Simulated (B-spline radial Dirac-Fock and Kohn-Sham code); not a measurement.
Form factor and incoherent scattering function of Al⁶⁺

System: Al⁶⁺ in the configuration [He] 2s2 2p3.

The run's input, task.json:

```json
{"items": [{
  "Z": 13,
  "q": 6,
  "cfg": [[1, 0, 2], [2, 0, 2], [2, 1, 3]],
  "A": 27,
  "rrms": 3.061,
  "do": ["scatter"],
  "s": [0.0, 0.05, 0.1, 0.15, 0.2, 0.25, 0.3, 0.35, 0.4, 0.45, 0.5, 0.6, 0.7, 0.8, 0.9, 1.0, 1.1, 1.2, 1.4, 1.6, 1.8, 2.0, 2.5, 3.0, 3.5, 4.0, 5.0, 6.0],
  "pz": [0, 0.1, 0.2, 0.3, 0.4, 0.5, 0.6, 0.8, 1.0, 1.2, 1.4, 1.6, 1.8, 2.0, 2.5, 3.0, 4.0, 5.0, 7.0, 10.0, 15.0, 20.0, 30.0, 40.0, 60.0, 100.0],
  "hv_scatter": [1000, 5000, 10000, 20000, 50000, 100000, 200000, 1000000]
}]}
```

Launch: `python xray_run.py task.json out`

Method: Dirac-Fock densities. Computed with an atomic code on a B-spline grid. f₀ is the Fourier transform of the spherical electron density, S the Waller-Hartree incoherent function, and s = sin θ/λ. The electron scattering factor follows from the Mott-Bethe formula f_e = 0.023934 Å⁻¹·(Z − f₀)/s².

```
s (Å⁻¹)     f₀      S  f_e (Å)
      0  7.000  0.000        –
   0.05  6.968  0.044   57.752
    0.1  6.872  0.172   14.667
   0.15  6.716  0.378    6.684
    0.2  6.508  0.650    3.885
   0.25  6.254  0.974    2.583
    0.3  5.964  1.334    1.871
   0.35  5.649  1.714    1.436
    0.4  5.316  2.100    1.149
   0.45  4.977  2.479    0.948
    0.5  4.639  2.842    0.800
    0.6  3.993  3.495    0.599
    0.7  3.418  4.029    0.468
    0.8  2.933  4.447    0.376
    0.9  2.540  4.767    0.309
      1  2.232  5.010    0.258
    1.1  1.995  5.200    0.218
    1.2  1.814  5.352    0.186
    1.4  1.571  5.591    0.140
    1.6  1.419  5.784    0.108
    1.8  1.308  5.955    0.086
      2  1.214  6.110    0.071
    2.5  0.997  6.429    0.046
      3  0.798  6.649    0.032
    3.5  0.626  6.790    0.024
      4  0.487  6.875    0.019
      5  0.295  6.955    0.012
      6  0.182  6.983    0.009
```

f₀ starts at the number of electrons, 7, and has fallen to half at s ≈ 0.69 Å⁻¹. The sum of ⟨r²⟩ over the electrons is 1.765 bohr². For an ion f_e diverges as s goes to zero, because of the net charge.
